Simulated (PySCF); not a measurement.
# How methods differ on the excitation energy of Tl²⁺

Tl²⁺ [Xe] 4f14 5d10 6s1 (2S) → Tl²⁺ [Xe] 4f14 5d9 6s2 (2D), as a difference of total energies. Calculation: PySCF 2.14, in aug-cc-pVQZ-DK3 (10s9p7d4f2g, 118 functions); scalar relativity by spin-free X2C-1e. The calculations carry no spin-orbit coupling.

```tsv
method	excitation energy (cm⁻¹)
UHF	77792
r2SCANh	73034
M06-L	72295
```
